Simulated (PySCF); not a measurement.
**Unknown compound**

An unknown has the formula C$_{7}$H$_{11}$ClSi. Its calculated NMR data are:

1H NMR (400 MHz, computed): δ 5.99 (br s, 1H), 5.81 (br s, 1H), 4.92 (m, 1H), 4.88 (m, 1H), 3.49 (m, 1H), 1.81 (m, 1H), 1.67 (m, 1H), 1.02 (m, 1H), 1.01 (m, 1H), 0.89 (m, 1H), 0.80 (m, 1H).

13C{1H} NMR (computed): δ 158.0 (C), 138.8 (CH2), 54.2 (CH), 52.8 (C), 15.8 (CH2), 13.1 (CH2), 12.8 (CH2).

How the numbers were obtained: geometry: GFN2-xTB, σ from GIAO-PBE0/pcSseg-1, in PySCF 2.14.0 with density-fitted response routines (no solvent, single conformer, non-relativistic Hamiltonian).

Referencing at the same level of theory: 1H and 13C vs TMS.

Propose a structure and justify it.

## Answers


1. The formula gives 3 degrees of unsaturation (2 rings in the answer).
2. 7 carbon signals for 7 carbons: no two carbons are equivalent.
3. Carbon types of the structure: 2 × C, 1 × CH, 4 × CH2, leaving 2 H on heteroatoms.
4. δC 158.0: fully substituted alkene carbon; an sp2 carbon of a C=C bond.
5. δC 138.8: terminal =CH2 carbon; the olefinic region.
6. δC 54.2: allylic sp3 CH; saturated and bonded to C and H only.
7. δC 52.8, 15.8, 12.8: three-membered-ring carbon.
8. δH 5.99, 5.81: hydrogen on a terminal =CH2 carbon; olefinic region.
9. δH 4.92, 4.88: hydrogen on a silicon bonded to 2 C, in a 4-membered ring.
10. δH 1.02, 1.01, 0.89, 0.80: hydrogen on a three-membered-ring carbon; cyclopropane-type protons are shielded by the ring.

The compound is SMILES C=C1[SiH2]C[C@H]1C1(Cl)CC1.

This is the structure that produced the data.

Carbons that carry Cl, above all several Cl atoms, come out too deshielded, partly because spin–orbit coupling is missing. Shifts are as computed. Against solution values, carbons near 30 ppm lie about +3 ppm off and those near 130 ppm about +5 ppm; carbons on Cl a further +6 ppm. Of 1309 compounds with measured shifts, 239 miss one by over three times the rms of a fit or turn the order of signals round; such compounds aren't used in these exercises. Multiplicities follow the n + 1 count of equivalent neighbours, as no J values were calculated; m marks all less simple cases, F and P coupling included.
